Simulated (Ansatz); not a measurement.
A nudged elastic band was laid between two geometries of C$_{3}$H$_{5}$NSe (10 atoms, charge 0, multiplicity 1).

Computed with Ansatz 0.2.0, RKS BLYP-D4/def2-SVP.

```
movable images  : 7
climbing image  : yes
spring          : 5.0 eV/Å²
optimiser       : quadratic models (default)
start path      : through a guess of the saddle point
force threshold : 0.05 eV/Å
iteration limit : 60
end points      : relaxed
```

Initial state:

```xyz
10
Properties=species:S:1:pos:R:3
C 0.352 -1.345 1.054
C -0.523 -1.168 0.035
N -1.158 0.031 -0.298
C -0.562 1.126 -0.558
Se 1.387 1.405 -0.646
H 0.656 -0.516 1.709
H 0.738 -2.348 1.284
H -0.866 -2.031 -0.563
H -1.147 2.042 -0.758
H 1.206 2.753 -1.256
```

Final state:

```xyz
10
Properties=species:S:1:pos:R:3
C 0.444 -1.257 0.838
C -0.656 -0.915 0.133
N -0.926 0.286 -0.583
C -0.297 1.447 -0.863
Se 1.463 1.631 -0.135
H 1.328 -0.623 0.967
H 0.464 -2.243 1.324
H -1.499 -1.623 0.064
H -1.862 0.258 -1.007
H 1.624 2.988 -0.736
```

Q: Which bonds break or form, and what moves?

A: Bonds broken: C4–H9. Bonds formed: N3–H9.

Q: Give the energies along the band, and the barrier.

A: The forces met the threshold. The highest image is number 3 of 0 to 8, 3.12 eV above the first end and 1.74 eV above the last; the last end lies 1.38 eV above the first. Neighbouring images differ by up to 2.2 eV, so the band resolves the path poorly. A vibrational analysis at the climbing image gives 2 clearly imaginary modes (1860i, 108i cm⁻¹): a point of higher order, so a lower path passes nearby. The orbitals stay closed-shell, which can raise the energy where a bond breaks towards radicals; this wasn't checked here.

```
image  path coordinate (Å)  energy (eV)  C4–H9 (Å)  N3–H9 (Å)
    0                 0.00         0.00       1.11       2.06
    1                 0.66         0.03       1.10       2.05
    2                 1.32         0.90       1.10       1.75
    3                 1.99         3.12       1.33       1.23
    4                 2.31         2.37       1.59       1.06
    5                 2.64         1.60       1.83       1.03
    6                 2.96         1.39       1.97       1.03
    7                 3.29         1.38       1.97       1.03
    8                 3.61         1.38       1.97       1.03
```

Q: What is the geometry of the highest image?

A: 
```xyz
10
Properties=species:S:1:pos:R:3
C 0.377 -1.325 0.945
C -0.675 -1.066 0.138
N -1.005 0.210 -0.377
C -0.353 1.337 -0.665
Se 1.586 1.550 -0.433
H 1.062 -0.540 1.294
H 0.552 -2.348 1.307
H -1.384 -1.853 -0.160
H -1.618 1.090 -0.974
H 1.542 2.893 -1.072
```

Time of the run: 3 min on 2 threads of Intel(R) Xeon(R) 6975P-C (Granite Rapids) (shared host), peak memory 0.17 GiB.
